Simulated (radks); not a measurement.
Problem. The silver ion Ag3+, configuration [Kr] 4d6 5p2 (not the ground configuration). All-electron calculation, scalar-relativistic Kohn-Sham, r2SCAN, spin-polarised, spherical densities, finite nucleus; open shells are filled with parallel spins first (spin-orbit coupling, left out, can overturn this in heavy ions); meta-GGA in the generalised Kohn-Sham scheme; Fermi nuclear charge, rms radius 4.5454 fm. Program: a radial shooting solver on a logarithmic mesh with Libxc functionals. Some entries of the table are withheld. Estimate them.

| orbital | occ. | eigenvalue (eV) | <r^2> (bohr^2) |
|---|---|---|---|
| 1s up | 1 | -25434.26 | 0.001309 |
| 1s down | 1 | -25434.17 | 0.001309 |
| 2s up | 1 | -3807.135 | 0.02145 |
| 2s down | 1 | -3805.761 | 0.02144 |
| 2p up | 3 | -3417.655 | 0.01692 |
| 2p down | 3 | -3416.579 | 0.01691 |
| 3s up | 1 | -748.6539 | 0.1546 |
| 3s down | 1 | -748.2606 | 0.1545 |
| 3p up | 3 | -619.8282 | 0.1563 |
| 3p down | 3 | -619.2612 | 0.1563 |
| 3d up | 5 | -417.4150 | 0.1422 |
| 3d down | 5 | -416.2939 | 0.1421 |
| 4s up | 1 | -152.2571 | (1) |
| 4s down | 1 | -147.1876 | (2) |
| 4p up | 3 | -113.9176 | (3) |
| 4p down | 3 | -108.6951 | (4) |
| 4d up | 5 | -57.4481 | 1.615 |
| 4d down | 1 | -52.0381 | 1.615 |
| 5p up | 2 | -29.1715 | 7.034 |
| 5p down | 0 | -24.5255 | 7.760 |

Solution. 
(1) 4s up <r^2> (bohr^2): 0.9121
(2) 4s down <r^2> (bohr^2): 0.9092
(3) 4p up <r^2> (bohr^2): 1.073
(4) 4p down <r^2> (bohr^2): 1.070
